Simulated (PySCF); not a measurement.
Compound: C3H9NOSi.
Atom-mapped SMILES: `[OH:1][Si@H:2]1[CH2:3][CH2:4][CH2:5][NH:6]1` (hydrogens: H7 on O1; H8 on Si2; H9, H10 on C3; H11, H12 on C4; H13, H14 on C5; H15 on N6)

Cartesian coordinates in Å at the PBE0-D3(BJ)/def2-SVP level; atoms count from 1:
```xyz
15
C3H9NOSi angstrom
O      2.3452   -1.1925   -0.0359
Si     0.9070   -0.8892    0.7549
C      0.3150    0.8999    0.8150
C     -0.7127    0.9568   -0.3243
C     -1.4738   -0.3713   -0.3540
N     -0.4949   -1.4163   -0.1137
H      2.3388   -0.9896   -0.9765
H      1.1398   -1.5283    2.0793
H      1.1109    1.6530    0.7156
H     -0.1750    1.0731    1.7897
H     -0.1856    1.0811   -1.2866
H     -1.4080    1.8062   -0.2303
H     -1.9788   -0.5047   -1.3272
H     -2.2730   -0.3583    0.4167
H     -0.8152   -2.3700   -0.2184
```

Computed with core-valence-separated Tamm–Dancoff BHandHLYP/aug-pcX-1 (pcseg-1 on H, def2-SVPD on Si) in PySCF, non-relativistic, gas phase, PBE0-D3(BJ)/def2-SVP geometry. BHandHLYP without relativity tends to put these K edges a few eV too low, so spacings mean more than positions.

The lowest roots of each edge with f over 0.003 (five at most, numbered afresh; weaker and dark ones are left out), with transition dipoles (au) in the frame of the coordinates:

| root | edge | E (eV) | f | μx | μy | μz |
| --- | --- | --- | --- | --- | --- | --- |
| 1 | C | 285.16 | 0.0117 | -0.0110 | -0.0231 | -0.0320 |
| 2 | C | 285.54 | 0.0128 | -0.0003 | -0.0336 | 0.0266 |
| 3 | C | 285.59 | 0.0269 | -0.0450 | -0.0185 | 0.0385 |
| 4 | C | 286.00 | 0.0268 | 0.0390 | -0.0286 | -0.0385 |
| 5 | C | 286.18 | 0.0165 | -0.0474 | -0.0028 | -0.0101 |
| 6 | N | 399.16 | 0.0138 | -0.0061 | -0.0369 | -0.0037 |
| 7 | N | 400.19 | 0.0147 | -0.0190 | -0.0084 | 0.0327 |
| 8 | N | 400.82 | 0.0162 | -0.0249 | -0.0163 | -0.0277 |
| 9 | N | 401.34 | 0.0053 | -0.0214 | 0.0085 | 0.0026 |
| 10 | O | 531.83 | 0.0189 | 0.0052 | -0.0116 | 0.0359 |
| 11 | O | 533.57 | 0.0146 | 0.0150 | 0.0291 | 0.0070 |
| 12 | O | 534.11 | 0.0135 | 0.0148 | 0.0041 | -0.0283 |
| 13 | O | 534.60 | 0.0227 | -0.0361 | 0.0190 | 0.0087 |
| 14 | O | 534.91 | 0.0046 | -0.0124 | 0.0127 | -0.0058 |

Task: Molecules are fixed in this frame and the field points along (0, 1, 1)/√2. What effective strengths 3 f cos²θ do the roots have (θ between field and μ)?

Result: root 1 (C3): 0.032, root 2 (C4): 0.001, root 3 (C3): 0.004, root 4 (C4): 0.047, root 5 (C5): 0.002, root 6 (N6): 0.024, root 7 (N6): 0.009, root 8 (N6): 0.029, root 9 (N6): 0.002, root 10 (O1): 0.012, root 11 (O1): 0.026, root 12 (O1): 0.011, root 13 (O1): 0.015, root 14 (O1): 0.001. Root 4 is the strongest. Averaged over all orientations cos²θ is 1/3, which gives f back.

One conformer stands for the species.
